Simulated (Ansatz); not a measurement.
Energy profile

The step: Si₂NH₇ ([NH2][SiH2][SiH3]) + H₂S → SiNH₅S ([NH2][SiH2][SH]) + SiH₄; bonds formed: Si1–S7, Si2–H6; bonds broken: Si1–Si2, H6–S7 (atoms numbered as in the saddle structure below).

Si1  (-0.218, 0.944, -0.375)
Si2  (0.130, -1.435, 0.646)
H3  (0.978, 1.432, -1.089)
H4  (-1.396, 1.602, 0.222)
N5  (-0.969, 0.059, -1.656)
H6  (0.425, 0.247, 1.068)
S7  (0.875, 1.902, 1.721)
H8  (0.765, -1.833, 1.933)
H9  (-1.281, -1.888, 0.632)
H10  (0.910, -2.006, -0.480)
H11  (-1.914, -0.289, -1.607)
H12  (-0.452, -0.349, -2.419)
H13  (2.148, 1.613, 1.404)
(Å)

Electronic energies by CCSD(T) at an estimated basis limit (MP2 extrapolated from triple and quadruple zeta, plus CCSD(T) − MP2 in triple zeta), on PBE0-D4/def2-TZVP structures; Si2NH9S, singlet; no counterpoise correction. Ansatz 0.2.0; basis: def2-TZVPP and def2-QZVPP; cores frozen in the correlated methods. Extrapolation: Hartree–Fock as exp(−7.88 √X), correlation as X^−2.97.

**Question.** Give the profile in kJ/mol, counted from the separated reactants. (An estimate is asked for; the value comes from the calculation.)

**Answer.** Computed:
```
                                                                                                                             point  kJ/mol
separated: Si2NH7 (linked as [NH2][SiH2][SiH3]; Si1, Si2, H3, H4, N5, H8, H9, H10, H11, H12; singlet) + H2S (H6, S7, H13; singlet)     0.0
                                                                                                                   start structure    -7.4
                                                                                                                            saddle   171.9
                                                                                                                     end structure   -84.3
 separated: SiNH5S (linked as [NH2][SiH2][SH]; Si1, H3, H4, N5, S7, H11, H12, H13; singlet) + SiH4 (Si2, H6, H8, H9, H10; singlet)   -75.7
```

No T1 diagnostic of these runs exceeds 0.014.

For scale, one of the runs: CCSD(T)/def2-TZVPP, 283 basis functions, launched by `ansatz run in.yaml --threads 8 --pin off --events-out ev --progress --plain --max-ram 19148MiB`. Time: 66 s of wall clock on 8 CPU threads of an Intel Xeon Platinum 8259CL; the host was shared. Peak host memory: 7.6 GiB.
